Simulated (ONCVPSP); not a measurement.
Before and after: ONCV potential for Au (Z = 79)

```json
{
  "Element": "Au (Z = 79)",
  "Generator": "ONCVPSP 4.0.1",
  "Type": "optimised norm-conserving Vanderbilt (ONCV)",
  "Functional": "PW91",
  "Relativity": "scalar-relativistic",
  "Frozen core": "[Kr] 4d10 4f14",
  "Valence charge": "19",
  "Reference configuration": "5s2 5p6 5d10 6s1",
  "Partial waves": "5s+6s: rc 1.80 bohr, ncon 3, nbas 7, qcut 7.3 1/bohr, 2 projectors; 5p: rc 1.15 bohr, ncon 4, nbas 7, qcut 6.7 1/bohr, 2 projectors, debl 1.4 Ha; 5d: rc 1.95 bohr, ncon 4, nbas 8, qcut 6.9 1/bohr, 2 projectors, debl 1.4 Ha",
  "Local potential": "polynomial inside 0.85 bohr (lpopt 5, dvloc0 3 Ha)",
  "Core correction": "none"
}
```

In the p channel the program set the typed energies aside and used -2.200, 0.250 Ha.

Change: s: qcut 4.9; p: qcut 4.5; d: qcut 4.7.

Cutoffs: the cutoffs (Ha) at which the residual kinetic energy of the hardest occupied pseudo-wave falls to 1 and 0.1 mHa per electron; they do not see the model core or the augmentation charge, which bear on the density cutoff. Errors are all-electron minus pseudo energies relative to the spin-unpolarised reference configuration.

**Question.** How do hardness, ghosts and transferability respond?

**Answer.** The potential gets neither clearly harder nor softer (100 Ha and 118 Ha → 104 Ha and 121 Ha); both files keep a bound ghost (s); of the 4 tests that both files solve, the error grows in 2 and shrinks in 1 by more than 15 % and 0.3 meV (median size 8.9 → 12.4 meV).

```csv
quantity,base,changed
"cutoff, loose",100 Ha,104 Ha
"cutoff, tight",118 Ha,121 Ha
loose cutoff by channel,"s 15 Ha, p 100 Ha, d 18 Ha","s 9.1 Ha, p 104 Ha, d 55 Ha"
bound ghosts,s,s
GHOST(+) flags under 300 eV,none,d at 287.0 eV
"error for 5s2 5p6 5d10 6s0, meV [ΔE 9.49 eV]",-4.5,-1.9
"error for 5s2 5p6 5d9 6s0, meV [ΔE 30.78 eV]",-6.8,-6.7
"error for 5s2 5p6 5d8 6s0, meV [ΔE 64.73 eV]",-11,+18
"error for 5s1 5p6 5d10 6s1, meV [ΔE 115.35 eV]",-699,-1045
s: phases at 1.83 bohr within 0.05 rad from the reference energy up to (Ha; the scan ends near 5),to the end of the scan,to the end of the scan
p: phases at 1.17 bohr within 0.05 rad from the reference energy up to (Ha; the scan ends near 5),to the end of the scan,to the end of the scan
d: phases at 1.98 bohr within 0.05 rad from the reference energy up to (Ha; the scan ends near 5),to the end of the scan,to the end of the scan
```

 A true bound ghost makes a file unfit for plane-wave use even where its test errors are small: the radial tests pick states by their node count and pass the ghost by.
